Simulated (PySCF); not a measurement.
Species: C2H15NSi4.
Z-matrix (Å and degrees, PBE0-D3(BJ)/def2-SVP geometry), rows numbered from 1:
```
C 
N   1  1.4419
C   2  1.4415  1  114.11
Si  2  1.7498  1  121.18  3   153.92
Si  4  2.3579  2  114.30  1   -87.93
Si  4  2.3491  2  106.51  1   148.87
Si  6  2.3457  4  104.38  2   -37.42
H   1  1.0999  2  110.59  3   176.94
H   1  1.1054  2  110.44  3    58.15
H   1  1.1097  2  113.15  3   -62.06
H   3  1.1023  2  110.81  1  -176.89
H   3  1.1096  2  113.11  1    62.61
H   3  1.1052  2  110.78  1   -58.09
H   4  1.4976  2  106.84  1    32.87
H   5  1.4980  4  112.09  2    60.77
H   5  1.4981  4  109.21  2   -58.88
H   5  1.4976  4  110.84  2  -177.86
H   6  1.4974  4  110.78  2  -157.43
H   6  1.4988  4  112.21  2    81.73
H   7  1.4951  6  109.30  4   -51.33
H   7  1.4952  6  109.47  4    67.84
H   7  1.4965  6  112.20  4  -171.86
```

The closed-shell ground state was solved at several levels (PySCF, density fitting, gas phase, non-relativistic).

| level | basis functions | HOMO (eV) | LUMO (eV) | gap (eV) | dipole (D) |
| --- | --- | --- | --- | --- | --- |
| wB97X-D/def2-SVPD | 276 | -7.99 | 1.21 | 9.20 | 1.07 |
| HF/pcSseg-1 | 222 | -9.03 | 2.77 | 11.80 | 1.10 |

Task: What might PBE0/pcSseg-1 (222 basis functions) give for the same quantities?

Result: HOMO -6.23 eV, LUMO -0.48 eV, gap 5.75 eV, dipole 1.16 D.

Task: Over all these levels, which gives the widest orbital gap and which the narrowest?

Result: HF/pcSseg-1 (Hartree–Fock, all exact exchange) has the widest, 11.80 eV, and PBE0/pcSseg-1 (global hybrid, 25 % exact exchange) the narrowest, 5.75 eV. The two share the basis. From the narrowest to the widest the HOMO moves by -2.80 eV and the LUMO by +3.25 eV. The HOMO need not be the same orbital at Hartree–Fock and at DFT levels.

Task: How far do the dipole and the HOMO energy spread over the levels?

Result: The dipole runs from 1.07 to 1.16 D (mean 1.11 D) and the HOMO from -9.03 to -6.23 eV.

One conformer stands for the species.
